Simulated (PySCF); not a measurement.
# BCl₃ → BCl + Cl₂

Level: B3LYP in the def2-TZVP basis family, all electrons, no relativity, computed in PySCF with density fitting; open shells unrestricted.

| species | state and structure | E (Eh) | ZPE (kJ/mol) | H(298 K) − H(0) (kJ/mol) | S° (J/(mol K)) |
| --- | --- | --- | --- | --- | --- |
| BCl₃ | singlet, D3h, B–Cl 1.746 Å (×3) | -1405.66627 | 19.8 | 14.0 | 289.6 |
| BCl | singlet, C∞v, B–Cl 1.722 Å | -485.02104 | 4.9 | 8.9 | 213.3 |
| Cl₂ | singlet, D∞h, Cl–Cl 2.014 Å | -920.42200 | 3.2 | 9.2 | 223.0 |

(1) What is the electronic reaction energy?

(2) Add zero-point, thermal and entropy terms for 298.15 K and 1 bar.

Results:

(1) At B3LYP/def2-TZVP, ΔE = 586.1 kJ/mol from the differences of the total energies times 2625.5, uphill. 

(2) ΔZPE = -11.7 and Δ[H(298) − H(0)] = 4.1 kJ/mol give ΔH° = 578.5 kJ/mol. ΔS° = 146.7 J/(mol K), so ΔG° = 578.5 − 298.15 × (0.1467) = 535 kJ/mol.

Each species is the lowest minimum found with this bonding; other isomers or fragments can lie lower.
